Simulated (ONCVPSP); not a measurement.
## Co: variants of one ONCV potential

Base potential:

Co, optimised norm-conserving Vanderbilt (ONCV), made with ONCVPSP 4.0.1 (PW91, scalar-relativistic). Core [Ne] 3s2, reference 3p6 3d7 4s1.5 4p0.5. Waves: 4s: rc 2.40 bohr, ncon 3, nbas 8, qcut 3.5 1/bohr, 2 projectors, debl 3.8 Ha; 3p+4p: rc 1.15 bohr, ncon 5, nbas 8, qcut 15 1/bohr, 2 projectors; 3d: rc 1.50 bohr, ncon 4, nbas 9, qcut 9 1/bohr, 1 projector. Local part: polynomial inside 0.75 bohr (lpopt 5, dvloc0 4 Ha). Core correction: none.

All-electron outer shells of the reference configuration (PW91, scalar-relativistic, ld1.x):

```tsv
shell	level (eV)	outermost node (bohr)	outermost maximum (bohr)
2p	-771.26	–	0.17
3s	-103.38	0.31	0.66
3p	-66.67	0.28	0.68
3d	-9.24	–	0.66
4s	-6.15	0.96	2.29
4p	-1.77	1.05	3.13
```

Cutoffs, loose and tight: the cutoffs (Ha) at which the residual kinetic energy of the hardest occupied pseudo-wave falls to 1 and 0.1 mHa per electron. They do not see the model core or the augmentation charge, which bear on the density cutoff. Test errors are all-electron minus pseudo excitation energies from the reference, over the configurations 3p6 3d7 4s2 4p0; 3p6 3d7 4s1 4p0; 3p6 3d7 4s0 4p0; 3p6 3d6 4s0 4p0. A dash means not determined; rows that change the core or the reference have their own tests. The largest error is taken over the tests solved by every variant that gives reliable tests at all: 3p6 3d7 4s0 4p0; 3p6 3d7 4s1 4p0; 3p6 3d7 4s2 4p0.

A true bound ghost makes a file unfit for plane-wave use even where its test errors are small: the radial tests pick states by their node count and pass the ghost by.

```csv
change,outcome,"cutoff, loose","cutoff, tight",bound ghosts,GHOST(+) flags above zero,largest test error (meV)
base,generated,61 Ha,80 Ha,s,none,-12
functional PBE,generated,61 Ha,80 Ha,s,none,-8.3
"all radii scaled by about 1.04 (s 2.50, p 1.20, d 1.56 bohr); local potential polynomial inside 0.78 bohr (lpopt 5, dvloc0 4 Ha)",generated,56 Ha,76 Ha,s,none,-14
d: rc 1.04,generated,276 Ha,348 Ha,s,none,-22
s: debl 2.8,generated,61 Ha,80 Ha,s,none,-12
"s: ncon 4, nbas 9",generated,61 Ha,80 Ha,s,none,-10
"core correction polynomial model core, fcfact 0.35",generated,61 Ha,80 Ha,s,none,-22
s: qcut 2.8; p: qcut 11.8; d: qcut 7.1,generated,126 Ha,148 Ha,s,none,-9.5
"local potential polynomial inside 1.10 bohr (lpopt 5, dvloc0 2 Ha)",generated,61 Ha,80 Ha,none,s,-12
```
